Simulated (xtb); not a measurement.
In(H)(OH)(OMe) (CH₅InO₂), SMILES C[O][InH][OH]. All values are semi-empirical tight-binding results from xtb (GFN2-xTB unless named), good for trends rather than for accurate numbers. Geometry optimised at GFN2-xTB. Other conformers were not sampled.

Optimised geometry:

Bonds (Å): In1–H2 1.686, In1–O3 1.953, In1–O5 1.965, O3–H4 0.955, O5–C6 1.408, C6–H7 1.095, C6–H8 1.095, C6–H9 1.099. Angles (°): H2–In1–O3 130.5, H2–In1–O5 116.8, O3–In1–O5 112.7, In1–O3–H4 118.4, In1–O5–C6 123.0, O5–C6–H7 109.1, O5–C6–H8 109.0, O5–C6–H9 112.7, H7–C6–H8 109.0, H7–C6–H9 108.5, H8–C6–H9 108.5.
Charge 0, spin multiplicity 1.

For metal compounds this method's bond lengths and energies can be far off.

**Question.** Estimate the properties. (The exact figures need the calculation; the answer reports its results.)

**Answer.** 
- point group as xtb finds it = Cs
- orbital gap = 3.19 eV
- zero-point energy = 35.0 kcal/mol
- G − E(el) at 298.15 K (modified RRHO) = 14.5 kcal/mol

Computed atomic charges and the Wiberg bond orders between heavy atoms:
charges (e) In1 0.33, H2 0.03, O3 -0.50, H4 0.31, O5 -0.38, C6 0.05, H7 0.05, H8 0.05, H9 0.07. Bond orders In1–O3 1.06, In1–O5 0.96, O5–C6 1.00.
